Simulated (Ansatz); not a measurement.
`C#[C][SnH2][F]` + `[AsH3]` → `[F][SnH2][AsH2]` + `C#C` at 298.15 K and 1 bar (ligand exchange at the Sn–C bond).

Calculated with Ansatz (gas phase, PBE0-D4/def2-TZVP geometries, no zero-point term in ΔE). CBS: MP2 limit from def2 TZ/QZ plus the TZ coupled-cluster correction, frozen cores. This one scheme is used for every species. def2 core potentials past Kr. For As, Sn outer-core shells are correlated without core-valence functions, which leaves a few kJ/mol of doubt a bond. Scalar relativity is left out up to krypton.

| species | CCSD(T)/CBS energy (Eh) | H − E (kJ/mol) | S (J/(mol·K)) |
| --- | --- | --- | --- |
| `C#[C][SnH2][F]` | -391.67763 | 107.9 | 328.7 |
| `[AsH3]` | -2236.79077 | 67.8 | 222.9 |
| `[F][SnH2][AsH2]` | -2551.25762 | 100.7 | 348.3 |
| `C#C` | -77.22717 | 80.8 | 200.2 |

H − E and S are ideal-gas, rigid-rotor, harmonic terms from PBE0-D4/def2-TZVP, for one conformer and one mirror image of each species. 1 Eh = 2625.50 kJ/mol, R = 8.31446 J/(mol·K).

By hand: ΔE, ΔH, ΔS and ΔG.

ΔE = (-2551.25762) + (-77.22717) − (-391.67763) − (-2236.79077) = -0.01639 Eh = -43.0 kJ/mol. Δ(H − E) = 100.7 + 80.8 − 107.9 − 67.8 = 5.8, so ΔH = -37.2 kJ/mol. ΔS = 348.3 + 200.2 − 328.7 − 222.9 = -3.1 J/(mol·K). ΔG = -37.2 − 298.15 × (-3.1)/1000 = -36.3 kJ/mol.

By hand: the equilibrium constant, and the temperature at which ΔG would vanish if ΔH and ΔS stayed fixed.

log₁₀ K = −ΔG/(RT ln 10) = 6.4. ΔG = 0 at ΔH/ΔS = 12000 K, far beyond where these terms or the molecules hold.

The number of gas molecules stays the same, so ΔS is small and ΔH decides. A doubt of 5 kJ/mol in ΔE shifts log₁₀ K by 0.9 here. Other conformers and mirror images would add mixing entropy, several J/(mol·K) or more a flexible species. These are equilibria of isolated gas molecules and say nothing of rates. Largest T1 diagnostic: 0.014 (customary marks: 0.02 for closed shells, 0.045 for open ones).
